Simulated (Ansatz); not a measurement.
Potential energy curve for SMILES [SiH3]N([SiH3])[SiH3]. The N1–Si10 bond (N1 also carries Si, Si; Si10 carries H, H, H) is stretched with both fragments frozen at the PBE0/def2-SVP optimised geometry.

Level of theory: unrestricted PBE0/def2-SVP (Ansatz, a quantum-chemistry and plane-wave program).

**Question.** Relative to R = 1.76 Å, what are the energies at R = 1.53, 3.26, 4.31, 5.08 Å?

**Answer.** 94.4 kJ/mol at 1.53 Å, 432.8 kJ/mol at 3.26 Å, 447.5 kJ/mol at 4.31 Å, 448.9 kJ/mol at 5.08 Å.

The unrestricted determinant behind UKS-PBE0 is spin-contaminated at 2.89 to 5.08 Å (<S²> up to 1.0, against 0.00 for a pure singlet).
